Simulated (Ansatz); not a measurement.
Consider the redistribution: `[SH][InH][SH]` + `[OH][In]([F])[F]` → `[F][InH][SH]` + `[OH][In]([F])[SH]`.

Gas-phase electronic energies from Ansatz, PBE0-D4/def2-TZVP geometries. CCSD(T)/CBS adds triple-zeta CCSD(T) − MP2 to the extrapolated MP2 energy (def2 sets, frozen cores). Functionals use def2-TZVPP. B3LYP here is the variant with VWN-RPA as its local correlation; programs differ in this. def2 core potentials past Kr. For In outer-core shells are correlated without core-valence functions, which leaves a few kJ/mol of doubt a bond. Each species was taken in one conformer, which may not be the lowest.

Is it downhill or uphill in electronic energy at CCSD(T)/CBS, and by how much? (An estimate is asked.)

Computed: Downhill: ΔE = -24.2 kJ/mol.

What do these levels give: r2SCAN-D4, PBE0-D4, B2PLYP, PBE, B3LYP, HF/def2-TZVPP, MP2/def2-TZVPP, SCS-MP2/def2-TZVPP, CCSD/def2-TZVPP, CCSD(T)/def2-TZVPP, MP2/def2-QZVPP, CCSD/CBS(def2)? (Best estimate.)

Ansatz gave: r2SCAN-D4 -26.7, PBE0-D4 -24.8, B2PLYP -25.4, PBE -26.8, B3LYP -28.2, HF/def2-TZVPP -21.7, MP2/def2-TZVPP -21.7, SCS-MP2/def2-TZVPP -21.8, CCSD/def2-TZVPP -22.8, CCSD(T)/def2-TZVPP -22.3, MP2/def2-QZVPP -22.6, CCSD/CBS(def2) -24.7 kJ/mol.

Largest T1 diagnostic among the species: 0.018.
